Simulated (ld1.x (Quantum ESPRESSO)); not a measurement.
**How hard is this Zr (Z = 40) TM potential?**

ld1.x (Quantum ESPRESSO) 7.5 input, shortened:

```
&input
   title='Zr', zed=40., rel=0, dft='PZ', iswitch=3,
   config='[Kr] 4d2 5s2 5p0'
 /
 &inputp
   pseudotype=2, tm=.true., lloc=0,
   nlcc=.true., new_core_ps=.true., rcore=0.90
 /
3
4P  2  1   6.00   0.00  1.75  1.75  0.0
4D  3  2   2.00   0.00  1.90  1.90  0.0
5S  1  0   2.00   0.00  3.15  3.15  0.0
 &test
   configts(1)='4p6 4d2 5s2 5p0'
 /
```

The pseudo-atom Hamiltonian at the reference potential is diagonalised in spherical Bessel functions j_l(qr) that vanish at 20 bohr, with q² up to the cutoff. All-electron valence levels (Ry): 4p -2.3726, 5p -0.1165, 4d -0.3014, 5s -0.3254.

How do the lowest levels (Ry) of each channel move with the cutoff, and are there ghosts?

```
cutoff (Ry)     p #1     p #2    p #3     d #1     s #1    s #2    f #1  Σ f·Δε (mRy)
          8  -1.9588  -0.0785  0.0552  -0.0153  -0.3242  0.0037  0.1023        3057.1
         12  -2.3019  -0.0825  0.0541  -0.1197  -0.3253  0.0035  0.1023         787.6
         21  -2.3636  -0.0829  0.0540  -0.2742  -0.3253  0.0035  0.1023         108.4
         30  -2.3685  -0.0829  0.0540  -0.2978  -0.3253  0.0035  0.1023          31.8
         40  -2.3720  -0.0830  0.0539  -0.3012  -0.3254  0.0035  0.1023           3.9
         50  -2.3723  -0.0830  0.0539  -0.3013  -0.3254  0.0035  0.1023           1.4
         70  -2.3725  -0.0830  0.0539  -0.3014  -0.3254  0.0035  0.1023           0.4
         90  -2.3725  -0.0830  0.0539  -0.3014  -0.3254  0.0035  0.1023           0.1
        400  -2.3726  -0.0830  0.0539  -0.3014  -0.3254  0.0035  0.1023           0.0
```

Result: no extra level below or beside the all-electron valence levels (p, d, s, f tested); 10 mRy is reached at 40 Ry and 1 mRy at 70 Ry.

Its largest configuration-test error is -1241 meV.
